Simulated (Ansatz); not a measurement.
CH5AlSeSi (`C[SiH]1[AlH][Se]1`), relaxed with RKS PBE-D4/def2-SVP in Ansatz from a rough embedded geometry. The force threshold is 0.03 eV/Å; the program also tests the step.

The species carries charge 0 and has multiplicity 1.

Start:

```xyz
9

C     1.264    0.206    0.409
Si   -0.005   -0.588   -0.613
Al   -2.184   -0.039    0.006
Se   -1.096    0.803   -1.902
H     2.233    0.378   -0.212
H     0.949    1.251    0.762
H     1.539   -0.389    1.313
H     0.301   -1.917   -1.177
H    -3.001    0.295    1.414
```

(1) By how much does the energy fall, and how many steps does the optimiser take? (An estimate is asked.)

(2) Which bonds change most? (Best estimate.)

(3) Give the relaxed structure. (Best estimate.)

## Answers

(1) The calculation gave: 80.89 kJ/mol, in 8 steps, 1 of them rejected.

(2) The calculation gave: Si2–Se4 from 2.188 to 2.393 Å; C1–Si2 from 1.813 to 1.891 Å; Al3–H9 from 1.662 to 1.591 Å; C1–H5 from 1.164 to 1.110 Å.

(3) The calculation gave: 
```xyz
9

C     1.515    0.214    0.387
Si   -0.059   -0.577   -0.300
Al   -2.279    0.040    0.187
Se   -1.294    0.881   -1.741
H     2.255    0.370   -0.426
H     1.293    1.192    0.856
H     1.973   -0.449    1.150
H     0.289   -1.859   -1.015
H    -3.693    0.187    0.901
```
